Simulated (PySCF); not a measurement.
A calculated (TPSS, PySCF 2.14, aug-cc-pVDZ-X2C, the spin-free X2C one-electron Hamiltonian (Gaussian nucleus)) atom or ion has these occupied shells.

```json
{"shell": "1s", "electrons": "2", "orbital energy (eV)": "-3958.3", "rms radius, mean of both spins (bohr)": "0.0888"}
{"shell": "2s", "electrons": "2", "orbital energy (eV)": "-416.85", "rms radius, mean of both spins (bohr)": "0.394"}
{"shell": "2p", "electrons": "6", "orbital energy (eV)": "-335.84", "rms radius, mean of both spins (bohr)": "0.364"}
{"shell": "3s", "electrons": "2", "orbital energy (eV)": "-48.097", "rms radius, mean of both spins (bohr)": "1.24"}
{"shell": "3p", "electrons": "6", "orbital energy (eV)": "-28.556", "rms radius, mean of both spins (bohr)": "1.38"}
{"shell": "4s", "electrons": "2", "orbital energy (eV)": "-3.795", "rms radius, mean of both spins (bohr)": "4.36"}
```

Name the element and its charge.

Ca (calcium, neutral), in [Ar] 4s2, closed-shell 1S.
